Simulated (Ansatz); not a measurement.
Basis-set extrapolation for C$_{2}$H$_{9}$AlNP, SMILES `CN(P)[CH2][AlH2]` (PBE0-D4/def2-TZVP geometry, frozen core, Ansatz 0.2.0). Multiplicity 1, RHF reference.

|  | def2-TZVPP | def2-QZVPP |
| --- | --- | --- |
| HF | -718.097822 | -718.121833 |
| MP2 correlation | -0.805796 | -0.860571 |
| CCSD(T) correlation | -0.902463 | not run |

Energies in hartree. Use E(X) = E(∞) + A·exp(−7.88·√X) for Hartree–Fock and E(X) = E(∞) + B·X^(−2.97) for correlation, with X = 3 and 4, and add CCSD(T) minus MP2 of the smaller set to the MP2 limit.

Question: What is the CCSD(T) energy at the basis-set limit?

Answer: HF limit: -718.121833 + (-0.024011) × 0.13774 = -718.12514. MP2 limit: -0.860571 + (-0.054775) × 0.74074 = -0.90115. Higher-order term: -0.902463 − (-0.805796) = -0.09667. Total: -719.12296 hartree, 77.0 kcal/mol below CCSD(T)/def2-TZVPP.
